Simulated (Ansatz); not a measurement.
An input meant for Sn17AsH28⁻ (charge -1, singlet; atoms displaced at random, 0.08 Å in each coordinate; with a point charge).

```yaml
crystal:
  periodic: [false, false, false]
  atoms:
    - {symbol: Sn, position_ang: [-3.921587, -0.659956, -2.421980]}
    - {symbol: Sn, position_ang: [-4.159315, 2.830265, 0.688131]}
    - {symbol: Sn, position_ang: [-0.189009, -3.626857, -1.507935]}
    - {symbol: As, position_ang: [-1.142957, -0.658665, 0.384679]}
    - {symbol: Sn, position_ang: [3.646885, -3.858974, -0.108900]}
    - {symbol: Sn, position_ang: [2.140307, -2.154119, -1.885667]}
    - {symbol: Sn, position_ang: [1.622089, -1.712767, 3.531102]}
    - {symbol: Sn, position_ang: [-0.400988, 2.558820, -2.682809]}
    - {symbol: Sn, position_ang: [2.282723, 1.867729, 0.896119]}
    - {symbol: Sn, position_ang: [-0.934701, 2.118071, 4.048661]}
    - {symbol: Sn, position_ang: [-2.615868, -2.908607, -3.089799]}
    - {symbol: Sn, position_ang: [-2.422451, 1.343304, -0.994598]}
    - {symbol: Sn, position_ang: [-2.807091, 4.050690, 2.914813]}
    - {symbol: Sn, position_ang: [0.453889, 0.136526, -3.871784]}
    - {symbol: Sn, position_ang: [0.265854, 0.537960, 2.117740]}
    - {symbol: Sn, position_ang: [3.896257, -2.549555, 2.517349]}
    - {symbol: Sn, position_ang: [3.447249, 0.323692, -0.940695]}
    - {symbol: Sn, position_ang: [0.978225, 3.882441, -0.594842]}
    - {symbol: H, position_ang: [-4.487540, 0.035745, -4.023424]}
    - {symbol: H, position_ang: [-5.308750, -1.080711, -1.416108]}
    - {symbol: H, position_ang: [-5.276429, 1.614288, 1.509033]}
    - {symbol: H, position_ang: [-5.111658, 3.940010, -0.066677]}
    - {symbol: H, position_ang: [-0.684166, -4.007536, 0.170774]}
    - {symbol: H, position_ang: [0.283675, -5.244073, -2.259121]}
    - {symbol: H, position_ang: [2.958173, -5.189968, 0.353765]}
    - {symbol: H, position_ang: [2.958173, -5.489968, 0.353765]}
    - {symbol: H, position_ang: [5.336185, -4.239940, -0.493636]}
    - {symbol: H, position_ang: [2.795261, -2.581666, -3.321311]}
    - {symbol: H, position_ang: [0.247186, -3.003633, 3.616811]}
    - {symbol: H, position_ang: [1.790795, -1.251145, 5.518403]}
    - {symbol: H, position_ang: [-1.459504, 3.913086, -3.409192]}
    - {symbol: H, position_ang: [3.451994, 2.451630, 1.904193]}
    - {symbol: H, position_ang: [-2.241488, 0.998667, 5.050362]}
    - {symbol: H, position_ang: [0.059497, 2.850428, 5.242199]}
    - {symbol: H, position_ang: [-3.676910, -4.368820, -2.681656]}
    - {symbol: H, position_ang: [-2.006356, -2.980753, -4.759683]}
    - {symbol: H, position_ang: [-3.885235, 4.706579, 4.028979]}
    - {symbol: H, position_ang: [-1.728954, 5.320251, 2.193746]}
    - {symbol: H, position_ang: [-1.147519, -0.063402, -4.607373]}
    - {symbol: H, position_ang: [1.138031, 0.953532, -5.435343]}
    - {symbol: H, position_ang: [4.921776, -1.021656, 2.406467]}
    - {symbol: H, position_ang: [4.716115, -3.488874, 3.776349]}
    - {symbol: H, position_ang: [5.028771, -0.366821, -0.494379]}
    - {symbol: H, position_ang: [3.697147, 1.174511, -2.707932]}
    - {symbol: H, position_ang: [-0.058349, 4.983215, 0.516088]}
    - {symbol: H, position_ang: [2.297163, 5.170579, -1.381063]}
basis:
  gaussian: {orbitals: def2-SVP, fitting: {mean_field: def2-universal-jkfit}, point_charges: [{charge: 2.00, position_ang: [9.764, -0.535, 0.327]}]}
total_charge: -1
hamiltonian: {xc: {name: BHLYP}}
output: {forces: true}
```

```sh
$ ansatz run in.yaml --threads 4 --pin off --events-out ev --progress --plain --max-ram 46080MiB --backend cuda --devices 0, --max-vram 37GiB
```

Shortened log:

```
Functional definition: BHLYP
4476 factors; integrals over basis functions are off by at most 4.0e-1 eV
mean field evaluation 1: about -160374.4785 eV, gradient 3.2e1 eV
mean field evaluation 2: about -160375.2943 eV, gradient 3.1e1 eV
mean field evaluation 4: about -160378.8956 eV, gradient 3.1e0 eV
mean field evaluation 8: about -160378.9342 eV, gradient 1.3e-1 eV
mean field evaluation 16: about -160378.9344 eV, gradient 5.9e-4 eV
mean field -160378.93441537 eV, -5893.8171310187 hartree, gradient 5.5e-5 eV, S^2 0.000000; 0 other end points of the search recorded, 0 dependent functions left out
reference -160378.93494180 eV, -5893.8171503645 hartree; 218, 218 occupied and 396, 396 virtual orbitals, 4476 factors
Total energy: -160378.93494180 eV, -5893.8171503645 hartree
Atom 0 force    -1.104361     1.840586    -0.304237 eV/Å
Atom 1 force     0.056238    -1.651918     1.469201 eV/Å
Atom 2 force    -1.555512    -0.750223    -0.162243 eV/Å
Atom 3 force    -0.475924     0.404500    -0.274219 eV/Å
Atom 4 force     3.433345     6.408928    -1.510809 eV/Å
Atom 5 force    -1.615903     2.001567     0.237723 eV/Å
Atom 6 force    -3.597918     0.965050     2.638681 eV/Å
Atom 7 force    -1.624245     1.075004     0.192927 eV/Å
Atom 8 force    -0.920026     1.155363     0.107396 eV/Å
Atom 9 force    -2.342953    -0.440901     1.218693 eV/Å
Atom 10 force     0.765308    -2.008115    -0.034669 eV/Å
Atom 11 force     0.725045    -0.825937     0.247245 eV/Å
Atom 12 force     1.307303    -0.107152    -1.195462 eV/Å
Atom 13 force     0.503434     0.383906    -1.383821 eV/Å
Atom 14 force    -0.229288    -1.357683     0.275309 eV/Å
Atom 15 force     1.913185    -0.390095     0.099392 eV/Å
Atom 16 force     0.522580    -0.698614    -2.807909 eV/Å
Atom 17 force     0.605615     2.293627    -0.463282 eV/Å
Atom 18 force     0.220408    -0.582712     1.099346 eV/Å
Atom 19 force     0.418063     0.034058    -0.510177 eV/Å
Atom 20 force     0.730708     0.899546    -0.652941 eV/Å
Atom 21 force    -0.654700     0.750927    -0.517660 eV/Å
Atom 22 force     0.604577     0.122072    -0.816557 eV/Å
Atom 23 force     0.015442     0.817513     0.555837 eV/Å
Atom 24 force    -2.185632   116.095008     1.493483 eV/Å
Atom 25 force    -0.188320  -121.933894     0.561873 eV/Å
Atom 26 force    -0.130818    -0.499079     0.286497 eV/Å
Atom 27 force     0.875830    -0.545017    -1.097457 eV/Å
Atom 28 force     1.492168     0.875292    -0.140996 eV/Å
Atom 29 force     0.133447    -0.642362    -2.239016 eV/Å
Atom 30 force     0.999787    -0.938734     0.299914 eV/Å
Atom 31 force     1.102666     0.385702     0.578224 eV/Å
Atom 32 force     1.593162     1.085915    -1.041677 eV/Å
Atom 33 force     0.092408    -0.040363     0.026154 eV/Å
Atom 34 force     0.845959     0.989415    -0.467565 eV/Å
Atom 35 force    -0.426496    -0.077050     0.767518 eV/Å
Atom 36 force    -0.160521     0.223698     0.342730 eV/Å
Atom 37 force    -0.756878    -0.579718     0.577953 eV/Å
Atom 38 force     0.232562    -0.148774     0.301718 eV/Å
Atom 39 force    -0.209431    -0.657907     1.090136 eV/Å
Atom 40 force    -0.397892    -1.065688    -0.178516 eV/Å
Atom 41 force     0.031921     0.194865    -0.589636 eV/Å
Atom 42 force     0.198457     0.273756    -0.096266 eV/Å
Atom 43 force    -0.016499    -0.959409     1.946833 eV/Å
Atom 44 force     0.954467    -1.040937    -0.867758 eV/Å
Atom 45 force    -1.263514    -1.355464     0.938923 eV/Å
Dipole moment:    -1.178807    -1.129438     0.169432 e Å
```

In this input one atom was put on top of another. Self-consistency was reached. The result belongs to that input, not to the species as meant.

In the def2 sets Sn takes a core potential; there is no spin–orbit coupling. The highest occupied level of an anion often lies above zero with these methods, and sets without diffuse functions describe the outer electron poorly.
